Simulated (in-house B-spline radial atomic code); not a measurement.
A fraction x of an electron is removed from 5p in Xe⁴⁺, starting from [Kr] 4d10 5s2 5p2 and keeping the highest spin. Level of theory: non-relativistic M06-L, spin-polarised, spherical fractional occupations, point nucleus; calculated with a B-spline radial code for spherical atoms.

```csv
x,E(x) - E(0) (eV),5p up level (eV)
0,0.0000,-48.016
0.01,0.4807,-48.122
0.13,6.3319,-49.401
0.26,12.8450,-50.802
0.5,25.3509,-53.419
0.58,29.6595,-54.296
0.67,34.5906,-55.284
0.78,40.7381,-56.490
0.92,48.7538,-58.018
1,53.4300,-58.886
```

The exact functional would give a straight line between the two integer points. Deviations E(x) - E(0) - x[E(1) - E(0)], in eV: -0.054 at x = 0.01, -0.614 at x = 0.13, -1.047 at x = 0.26, -1.364 at x = 0.5, -1.33 at x = 0.58, -1.208 at x = 0.67, -0.937 at x = 0.78, -0.402 at x = 0.92.

The curve lies below the straight line by up to 1.364 eV (at x = 0.5): convex, the delocalisation error that favours fractional charges.

**Question.** How well does Slater's transition state (minus the level at half occupation) give the ionisation energy?

**Answer.** It gives 53.419 eV against 53.430 eV from the two total energies; NIST lists 54.10 eV, ground level to ground level.
